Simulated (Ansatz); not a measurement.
BCl₂HS (`SB(Cl)Cl`), relaxed with RKS PBE0-D4/def2-TZVP in Ansatz from a PBE-D4/def2-SVP geometry. The force threshold is 0.005 eV/Å; the program also tests the step.

The species carries charge 0 and has multiplicity 1.

Start:

```xyz
5

S     1.421   -0.132    0.061
B    -0.335    0.234    0.236
Cl   -0.809    1.338    1.523
Cl   -1.564   -0.464   -0.818
H     1.287   -0.976   -1.001
```

| step | energy (eV) | largest force (eV/Å) | largest move (Å) |
| --- | --- | --- | --- |
| 1 | -36564.8915 | 0.395 | 0.000 |
| 2 | -36564.9032 | 0.173 | 0.012 |
| 3 (rejected) | -36564.8945 | 0.310 | 0.046 |
| 4 | -36564.9059 | 0.005 | 0.008 |
| 5 | -36564.9059 | 0.004 | 0.001 |

End:

```xyz
5

S     1.408   -0.133    0.056
B    -0.332    0.231    0.233
Cl   -0.803    1.326    1.510
Cl   -1.553   -0.458   -0.810
H     1.279   -0.966   -0.989
```

It took 9.5 s on 4 threads of an Arm Neoverse V1 on a shared host, with 0.35 GiB of host memory at the peak.
